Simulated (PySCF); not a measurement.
Be(Cl)(OH) (BeClHO), SMILES [OH][Be][Cl]. Atoms are numbered in the order given.

```xyz
4

Be     0.0111     0.5853     0.0000
Cl    -0.0083    -1.2321     0.0000
O      0.0859     1.9927     0.0000
H     -0.5895     2.6624     0.0000
```
Charge 0, spin multiplicity 1.

Geometry optimised at PBE0-D3(BJ)/def2-TZVP. One conformer was computed; it need not be the lowest.

These are M06-2X/def2-TZVPD (PySCF) values and carry that method's errors.

Symmetry labels are those of the subgroup Cs that the program uses (full group Cs).

Computed valence orbital energies around the gap with their symmetry:
| orbital | symmetry | energy (eV) |
|---|---|---|
| HOMO−7 | A' | -30.31 |
| HOMO−6 | A' | -24.66 |
| HOMO−5 | A' | -16.52 |
| HOMO−4 | A' | -12.47 |
| HOMO−3 | A' | -12.10 |
| HOMO−2 | A" | -11.68 |
| HOMO−1 | A' | -10.72 |
| HOMO | A" | -10.63 |
| LUMO | A' | -0.44 |
| LUMO+1 | A' | 0.47 |
| LUMO+2 | A" | 0.58 |
| LUMO+3 | A' | 0.64 |
